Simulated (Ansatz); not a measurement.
## Group exchange: CH4O + C4H9I → HOI + C5H12

Gas-phase species: CH4O (methanol) `CO`, singlet; C4H9I (tert-butyl iodide) `CC(C)(C)I`, singlet; HOI (hypoiodous acid) `OI`, singlet; C5H12 `CC(C)(C)C`, singlet. The partners trade CH3 for I: O–CH3 and C–I bonds give way to O–I and C–CH3.

Shapes, held fixed at every level: PBE0-D4/def2-TZVP. Programs: Ansatz 0.2.0. Electronic energies: no zero-point or thermal term.

| level | kind | ΔE (kJ/mol) | less CCSD(T)/def2-TZVPP |
| --- | --- | --- | --- |
| SPW92/def2-TZVPP | LDA | +52.8 | -5.7 |
| PBE-D4/def2-TZVPP | GGA | +49.8 | -8.7 |
| BHLYP-D4/def2-TZVPP | global hybrid | +61.7 | +3.2 |
| PBE0-D4/def2-TZVPP | global hybrid | +57.3 | -1.2 |
| wB97X-V/def2-TZVPP | range-separated hybrid | +51.1 | -7.4 |
| MP2/def2-TZVPP | perturbation theory | +68.4 | +9.9 |
| CCSD/def2-TZVPP | coupled cluster or CI | +58.8 | +0.3 |
| CCSD(T)/def2-TZVPP | coupled cluster or CI | +58.5 | 0.0 |

The highest level, CCSD(T)/def2-TZVPP, gives ΔE = +58.5 kJ/mol; the levels span +49.8 to +68.4. The column of differences is taken from that level and isn't an error. No measured value is set beside it here. For atoms past krypton def2 sets carry core potentials with scalar relativity. Outer-core shells of I are correlated, in sets that cover them unevenly.
